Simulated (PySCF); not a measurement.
SMILES B(F)=O (BFO), CAM-B3LYP/def2-SVP optimised geometry.

```
3

F      1.24     0.00     0.00
B     -0.04     0.00     0.00
O     -1.24     0.00     0.00
```

Density from PySCF with CAM-B3LYP/def2-TZVP at that geometry.

Minimum of the electron density along straight lines between bonded atoms, close to the bond critical point (lines longer than 1.1 times the sum of covalent radii, or with two minima, are not listed):

| bond | length / Å | ρ at the minimum / e bohr⁻³ | ∇²ρ there / e bohr⁻⁵ | position (fraction from the first atom) |
|---|---|---|---|---|
| F1–B2 | 1.281 | 0.231 | 1.45 | 0.66 |
| B2–O3 | 1.202 | 0.317 | 2.11 | 0.34 |
